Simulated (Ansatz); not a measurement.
`CC1CB1Br` + H₂O → `CC1CB1O` + HBr at 600 K and 1 bar (formal hydrolysis of a B–Br bond).

Program: Ansatz. Geometries: PBE0-D4/def2-TZVP. ΔE: electronic, gas phase. CBS: MP2 limit from def2 TZ/QZ plus the TZ coupled-cluster correction, frozen cores. This one scheme is used for every species. For Br outer-core shells are correlated without core-valence functions, which leaves a few kJ/mol of doubt a bond. Scalar relativity is left out up to krypton. Each species was taken in one conformer, which may not be the lowest.

```csv
species,CCSD(T)/CBS energy (Eh),H − E (kJ/mol),S (J/(mol·K))
`CC1CB1Br`,-2715.87158,280.2,423.0
H₂O,-76.37941,76.8,212.8
`CC1CB1O`,-218.34574,319.3,403.8
HBr,-2573.91920,33.5,219.1
```

H − E and S are ideal-gas, rigid-rotor, harmonic terms from PBE0-D4/def2-TZVP, for one conformer and one mirror image of each species. 1 Eh = 2625.50 kJ/mol, R = 8.31446 J/(mol·K).

**Question.** By hand: ΔE, ΔH, ΔS and ΔG.

**Answer.** ΔE = (-218.34574) + (-2573.91920) − (-2715.87158) − (-76.37941) = -0.01395 Eh = -36.6 kJ/mol. Δ(H − E) = 319.3 + 33.5 − 280.2 − 76.8 = -4.2, so ΔH = -40.8 kJ/mol. ΔS = 403.8 + 219.1 − 423.0 − 212.8 = -12.9 J/(mol·K). ΔG = -40.8 − 600 × (-12.9)/1000 = -33.1 kJ/mol.

**Question.** By hand: the equilibrium constant, and the temperature at which ΔG would vanish if ΔH and ΔS stayed fixed.

**Answer.** log₁₀ K = −ΔG/(RT ln 10) = 2.9. ΔG = 0 at ΔH/ΔS = 3163 K, far beyond where these terms or the molecules hold.

The number of gas molecules stays the same, so ΔS is small and ΔH decides. A doubt of 5 kJ/mol in ΔE shifts log₁₀ K by 0.4 here. Other conformers and mirror images would add mixing entropy, several J/(mol·K) or more a flexible species. These are equilibria of isolated gas molecules and say nothing of rates. Largest T1 diagnostic: 0.011 (customary marks: 0.02 for closed shells, 0.045 for open ones).
